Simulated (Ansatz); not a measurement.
`C[SiH2][Al]1[CH2][SiH2]1`, relaxed with RKS PBE0-D4/def2-TZVP in the Gaussian-basis code of Ansatz from a PBE-D4/def2-SVP geometry. The force threshold is 0.005 eV/Å; the program also tests the step.

The species carries charge 0 and has multiplicity 1.

Start:

```xyz
14

C    -2.575    1.441   -0.618
Si   -0.935    0.885   -1.399
Al    0.539   -0.327    0.147
C     2.366   -1.086    0.298
Si    1.483   -1.483    1.985
H    -2.393    2.134    0.229
H    -3.205    1.965   -1.367
H    -3.141    0.569   -0.232
H    -0.192    2.079   -1.954
H    -1.205   -0.036   -2.569
H     3.265   -0.436    0.340
H     2.599   -1.977   -0.326
H     2.078   -0.776    3.177
H     1.316   -2.951    2.288
```

```tsv
step	energy (eV)	largest force (eV/Å)	largest move (Å)
1	-24561.0135	0.487	0.000
2	-24561.0620	0.140	0.028
3	-24561.0672	0.037	0.019
4	-24561.0673	0.005	0.004
```

End:

```xyz
14

C    -2.554    1.430   -0.617
Si   -0.932    0.880   -1.389
Al    0.540   -0.328    0.150
C     2.348   -1.081    0.301
Si    1.478   -1.471    1.965
H    -2.376    2.112    0.217
H    -3.176    1.944   -1.354
H    -3.112    0.572   -0.236
H    -0.199    2.062   -1.932
H    -1.202   -0.026   -2.547
H     3.231   -0.441    0.346
H     2.572   -1.958   -0.312
H     2.071   -0.776    3.140
H     1.310   -2.919    2.269
```

Hardware: 4 threads of an Arm Neoverse V1 on a shared host. Wall time 26 s, peak host memory 0.68 GiB.
